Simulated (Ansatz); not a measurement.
Input file for Ansatz (an electronic-structure program): R-PBE0/def2-TZVPPD on C2H5Cl (a complex), monomers drawn apart or pushed together. Files ending in .json are basis or fitting sets from the Basis Set Exchange.

Ansatz 0.2 input:
```yaml
crystal:
  periodic: [false, false, false]
  atoms:
    - {symbol: Cl, position_ang: [-0.44736345, 0.01661880, 0.25716943]}
    - {symbol: H, position_ang: [-0.30982662, 0.03203966, 1.54328828]}
    - {symbol: C, position_ang: [0.47710781, 0.57553550, 4.74825598]}
    - {symbol: C, position_ang: [-0.38160841, -0.43070457, 4.85837932]}
    - {symbol: H, position_ang: [1.54086147, 0.40590376, 4.63364301]}
    - {symbol: H, position_ang: [0.15017582, 1.60802193, 4.77241187]}
    - {symbol: H, position_ang: [-1.44489650, -0.26093306, 4.97701638]}
    - {symbol: H, position_ang: [-0.05424210, -1.46311605, 4.83820441]}
basis:
  gaussian:
    orbitals: def2-TZVPPD.json
hamiltonian:
  xc: {name: PBE0}
scf: {lower_state_search: off}
```

The log:

```
WARN ansatz: RAYON_NUM_THREADS=1 ignored (pool sized by the plan → 1); use --threads N
Functional definition: PBE0
these checks for a lower state are left out or cut short: stability, starts, cluster_reference, orbital_swaps, neighbouring_geometries, increment
integrals: 0.09 GiB planned
977 factors; their error is unknown
mean field: 0.91 GiB planned
mean field evaluation 1: about -14666.8952 eV, gradient 4.6e1 eV
mean field evaluation 2: about -14665.9167 eV, gradient 4.8e1 eV
mean field evaluation 4: about -14671.8744 eV, gradient 1.1e0 eV
mean field evaluation 8: about -14671.9050 eV, gradient 4.7e-1 eV
mean field evaluation 16: about -14671.9053 eV, gradient 9.8e-6 eV
mean field -14671.90531395 eV, -539.1825753131 hartree, gradient 1.0e-6 eV, S^2 0.000000; 0 other end points of the search recorded, 0 dependent functions left out
reference -14671.90535827 eV, -539.1825769419 hartree; 17, 17 occupied and 193, 193 virtual orbitals, 977 factors
Total energy: -14671.90535827 eV, -539.1825769419 hartree
Checks for a lower state left out: stability, starts, cluster_reference, orbital_swaps, neighbouring_geometries, increment
```

The run converged.

Cost: very roughly 2.4 core-seconds.
